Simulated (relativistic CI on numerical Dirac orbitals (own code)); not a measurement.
## One change at a time: Pd XIII

Base calculation: Dirac-Coulomb-Breit CI, orbitals from a KLI potential per configuration, model QED (radiative potential, 1s self-energy scaled to tabulated hydrogen-like ionisation energies), unscaled Slater integrals.

Configuration list (outside the closed core [Ar] 3d10): 4s2 4p4, 4s 4p5, 4p6, 4s2 4p3 4d, 4s 4p4 4d, 4s2 4p3 4f, 4s 4p4 4f, 4p5 4d, 4s 4p3 4d2, 4s2 4p3 5s, 4s2 4p3 5p, 4s2 4p2 4d 4f, 4p5 5s, 4p5 4f, 4s 4p4 5s, 4s2 4p3 5d, 4s 4p3 4d 5s, 4s 4p4 5p, 4s2 4p2 4f 5s, 4s2 4p3 5f, 4s2 4p3 6s, 4s2 4p3 6p, 4s2 4p3 5g, 4p4 4d 4f, 4s 4p4 5d, 4s2 4p3 6d, 4s 4p3 5s2, 4s2 4p2 4d2, 4s2 4p 4d3, 4s 4p2 4d3, 4s2 4p 4d2 4f, 4s 4p2 4d2 4f, 4s2 4p 4d2 5s, 4p4 4d2, 4p3 4d3, 4p3 4d2 4f, 4p3 4d2 5s, 4s2 4p2 4f2, 4s2 4p 4d 4f2, 4s 4p2 4d 4f2, 4s2 4p 4f3, 4s 4p2 4f3, 4s2 4p 4f2 5s. Double excitations out of closed p, d and f shells are left out; levels of such configurations are missing from the list, as are those of other unlisted configurations, and high levels can miss mixing partners. These lack a partner that the ground configuration has and come out too high: 4s2 4p3 5p, 4s 4p4 5s, 4s2 4p3 5d, 4s 4p4 5p, 4s2 4p3 5f.

Variants: (1) P86 correlation estimate; (2) QED terms removed; (3) non-relativistic limit. Shifts of the energy above 4s2 4p4 3P_2, in cm⁻¹, for the lowest level and the first level of each name with at least 55 % of one term (blank where a level changes its place among those of its configuration and J or its character, or is not in the variant):

| Level | Base | Δ(1) | Δ(2) | Δ(3) |
| --- | --- | --- | --- | --- |
| 4s2 4p4 3P_2 | 0 | 0 | 0 | 0 |
| 4s2 4p4 3P_0 | 25594 | +2 | -12 | -25594 |
| 4s2 4p4 3P_1 | 40620 | +1 | -85 | -40620 |
| 4s2 4p4 1D_2 | 59506 | +7 | -80 | -35033 |
| 4s2 4p4 1S_0 | 119138 | +9 | -136 | -56965 |
| 4s 4p5 3P°_2 | 316482 | +562 | +853 | -51557 |
| 4s 4p5 3P°_1 | 338866 | +577 | +805 | -73941 |
| 4s 4p5 3P°_0 | 360704 | +574 | +754 | -95779 |
| 4s 4p5 1P°_1 | 407918 | +670 | +644 | -70564 |
| 4s2 4p3 4d 5D°_2 | 437620 | +1075 | +67 | -32708 |
| 4s2 4p3 4d 5D°_0 | 438046 | +1070 | +64 | -33133 |
| 4s2 4p3 4d 5D°_3 | 438281 | +1076 | +57 | -33368 |
| 4s2 4p3 4d 5D°_1 | 440237 | +1068 | +56 | -35324 |
| 4s2 4p3 4d 5D°_4 | 443904 | +1075 | +35 | -38992 |

At this charge energies of transitions that change n are usually good to better than 1 %, and those within a shell (Δn = 0) to a few per cent.

Ionisation energy from the two ground configurations alone: base 285.168 eV; P86 correlation estimate 286.733 eV. The NIST ASD value (theoretical) is 286 eV.

LS names give the leading component of a level, which can be under half, so a name can repeat, a term be missing and a line seem to break the LS rules.
